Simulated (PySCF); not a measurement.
Te(Me)(OSiH3) (CH6OSiTe), SMILES C[Te]O[SiH3].

Geometry optimised at PBE-D3(BJ)/def2-SVP. This is a generated structure with no PubChem entry under its InChIKey; it may be hypothetical. The def2 effective core potentials stand for the cores of Te; spin–orbit coupling is left out. The values are those of a single conformer.

Method: PBE-D3(BJ)/def2-SVP (PySCF).

Frequencies are harmonic and unscaled.

| mode | ν (cm⁻¹) | IR (km/mol) | moving atoms (share of kinetic energy) |
|---|---|---|---|
| 1 | 62 | 0.7 | H 30 %, C 30 %, O 20 %, Si 17 % |
| 2 | 85 | 0.1 | H 97 % |
| 3 | 116 | 0.0 | H 74 %, C 17 % |
| 4 | 136 | 0.5 | Si 43 %, O 23 %, H 19 %, Te 16 % |
| 5 | 185 | 3.4 | O 45 %, H 32 %, C 15 % |
| 6 | 478 | 17.2 | O 62 %, H 13 %, Te 13 %, Si 11 % |
| 7 | 507 | 4.5 | C 73 %, H 16 %, Te 10 % |
| 8 | 684 | 33.3 | H 84 %, Si 9 % |
| 9 | 696 | 45.4 | H 76 %, O 13 %, Si 10 % |
| 10 | 784 | 30.6 | H 79 %, C 17 % |
| 11 | 807 | 7.1 | H 87 %, C 12 % |
| 12 | 858 | 208.4 | O 70 %, Si 25 % |
| 13 | 899 | 61.8 | H 96 % |
| 14 | 910 | 106.6 | H 95 % |
| 15 | 953 | 248.1 | H 92 % |
| 16 | 1183 | 3.9 | H 85 %, C 15 % |
| 17 | 1365 | 7.4 | H 95 % |
| 18 | 1388 | 13.1 | H 95 % |
| 19 | 2137 | 95.2 | H 97 % |
| 20 | 2150 | 119.5 | H 97 % |
| 21 | 2175 | 133.3 | H 96 % |
| 22 | 2989 | 3.9 | H 98 % |
| 23 | 3107 | 0.6 | H 90 %, C 10 % |
| 24 | 3128 | 0.1 | H 90 %, C 10 % |
